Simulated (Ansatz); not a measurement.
Consider the ligand exchange at the Si–F bond: `F[SiH](F)[GeH3]` + HCl → `F[SiH](Cl)[GeH3]` + H–F.

Calculated with Ansatz (gas phase, PBE0-D4/def2-TZVP geometries, no zero-point term in ΔE). CCSD(T)/CBS adds triple-zeta CCSD(T) − MP2 to the extrapolated MP2 energy (def2 sets, frozen cores). This one scheme is used for every species. DFT in def2-TZVPP. For Ge outer-core shells are correlated without core-valence functions, which leaves a few kJ/mol of doubt a bond. Scalar relativity is left out up to krypton.

```json
{"level": "BHLYP-D4", "ΔE (eV)": "0.48"}
{"level": "HF/def2-TZVPP", "ΔE (eV)": "0.58"}
{"level": "MP2/def2-TZVPP", "ΔE (eV)": "0.40"}
{"level": "HF/CBS(def2)", "ΔE (eV)": "0.60"}
```

(1) What does CCSD(T)/CBS give? (Estimate.)

Largest T1 diagnostic among the species: 0.012.

## Answers

(1) Computed: +0.42 eV. The listed levels differ from it by 0.06, 0.16, -0.02, 0.18 eV.

The D4 term adds −0.06 eV with B3LYP and −0.03 eV with PBE0; it sums over pairs of atoms, weighted by their polarisabilities, and B3LYP, whose exchange is more repulsive, gets the larger term. Leaving LDA and LC-ωPBE aside and taking each functional with its dispersion term where it has one, the values, not all of them listed here, spread over 0.19 eV, from revPBE-D4 to CAM-B3LYP-D4. At CCSD(T), def2-SVP lies +0.04 eV from the extrapolated value and def2-TZVPP +0.05 eV.

B3LYP here is the variant with VWN-RPA as its local correlation; programs differ in this.
